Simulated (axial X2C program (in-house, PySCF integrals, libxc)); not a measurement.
**RbTe: cheaper levels and CCSD(T), two-component**

Calculated with an axial X2C code built on PySCF integrals. Two-component (2c) means X2C with spin–orbit coupling and atomic mean-field two-electron Coulomb and Gaunt terms. Basis: Te dyall-cv3z [11s12p8d4f1g], Rb dyall-cv3z [12s13p8d4f1g] (cores contracted in-house); Gaussian nuclei, density fitting, unrestricted open shells. Masses: Te 129.906 u, Rb 84.912 u.

State: Ω = 3/2 (⟨Sz⟩ = 0.50, ⟨Lz⟩ = 1.00 at HF); fragments Te + Rb.

```json
{"level": "PBE0", "Re (Å)": "3.291", "ωe (cm⁻¹)": "124.6", "De (eV)": "2.20"}
{"level": "HF", "Re (Å)": "3.402", "ωe (cm⁻¹)": "118.1", "De (eV)": "n/a"}
{"level": "MP2", "Re (Å)": "3.307", "ωe (cm⁻¹)": "126.3", "De (eV)": "1.97"}
{"level": "CCSD", "Re (Å)": "3.327", "ωe (cm⁻¹)": "124.6", "De (eV)": "1.96"}
{"level": "PW91", "Re (Å)": "3.297", "ωe (cm⁻¹)": "121.0", "De (eV)": "2.27"}
```

Correlated methods: 15 electrons correlated (number of frozen shells: Te 4 s, 3 p, 2 d; Rb 3 s, 2 p, 1 d), 311 virtual spin orbitals or spinors in MP2, 90 natural virtuals in coupled cluster.

CCSD(T), same Hamiltonian and basis:

Re = 3.321 Å, ωe = 125.0 cm⁻¹, De = 1.98 eV; T1 = 0.006 (Lee–Taylor normalisation).

(1) Give the differences from CCSD(T) in the columns below.

Occupations by symmetry block were frozen at the best pattern of an incomplete PBE0 search. Dissociation energies refer to the lowest single-determinant-based atoms at the same level and basis. De is not given where an atomic determinant may have missed its ground term or J level, or where the truncated virtual space spoils (T). Density functionals use the spin component along the axis (collinear). Coupled cluster ran in a truncated set of natural virtual spinors; the MP2 energy of the rest was added. (T) has no such correction and the atoms are truncated less, which lowers De at CCSD(T) by a hundredth of an eV or more. Other states lie close and PBE0, whose exact exchange favours high spin, may order them wrongly; the determinant shown need not be the ground state. The nearest other 2c determinant of the search, Ω = 1/2, lies 0.23 eV up at the distance of the search. The functionals have no current-density term, which raises determinants with orbital currents, atoms included. With the outer-core shells frozen, correlated bond lengths of heavy atoms tend to come out a few hundredths of an ångström too long.

Results:

(1) 

```tsv
level	ΔRe (Å)	Δωe (cm⁻¹)	ΔDe (eV)
PBE0	-0.030	-0.4	0.22
HF	0.081	-6.9	n/a
MP2	-0.014	1.3	-0.01
CCSD	0.006	-0.4	-0.02
PW91	-0.024	-4.0	0.29
```
